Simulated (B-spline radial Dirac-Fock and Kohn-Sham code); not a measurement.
# Te⁶⁺: input and output of one calculation

ΔSCF core binding energies without Breit or QED terms, calculated with a radial finite-basis atomic code. Keys: rel is the Hamiltonian (dirac, or spin-free x2c and nr, where L3 and M5 stand for the whole 2p and 3d shells), method is hf or an exchange,correlation pair (spin-unpolarised, also for the hole states), nuc the nuclear model, radius_factor scales its radius, rmax is the box in bohr, h the logarithmic mesh step, order the B-spline order, points the quadrature points per cell, c_factor scales the speed of light, and damp, ndamp, maxit and tol steer the iteration. The run stops when the commutator error falls below 10·tol·max(1, Z/10), or the numerical noise floor, and the energy has settled to about 1e-8 Ha; the virial ratio is −V/T.

Input (task.json):

```json
{"items": [{"Z": 52, "q": 6, "cfg": [[1, 0, 2], [2, 0, 2], [2, 1, 6], [3, 0, 2], [3, 1, 6], [3, 2, 10], [4, 0, 2], [4, 1, 6], [4, 2, 10]], "A": 130, "rrms": 4.7423, "do": "settings", "holes": ["K", "L3", "M5"],
  "settings": [{"rel": "dirac", "method": "hf", "nuc": "fermi", "radius_factor": 1.0, "rmax": 45.0, "h": 0.3, "order": 8, "points": 10, "c_factor": 1.0, "maxit": 3, "damp": 0.5, "ndamp": 3, "tol": 1e-08}]}]}
```

Command: `python xray2_run.py task.json out`

Ground-state iterations:

```
iter   energy (Ha)        error
   1    -6763.33644155  1.79e+00
   2    -6781.05815427  7.07e-01
   3    -6785.42071434  2.09e-01
```

The ground state had not converged after 3 iterations, with total energy -6785.42071 Ha, virial ratio 1.94049 and highest orbital energy -115.51 eV. ΔSCF binding energies: K (1s) 32015.9 eV, L3 (2p3/2) 4442.4 eV, M5 (3d5/2) 662.2 eV (not all states converged, so these are not final).

**Question.** One setting is unsound. Which, and why?

**Answer.** maxit ends the run before self-consistency. With the default settings (Dirac Hartree-Fock): The ground state converged in 10 iterations, with total energy -6785.84820 Ha, virial ratio 1.94555 and highest orbital energy -124.43 eV. ΔSCF binding energies: K (1s) 32010.2 eV, L3 (2p3/2) 4437.7 eV, M5 (3d5/2) 659.4 eV.
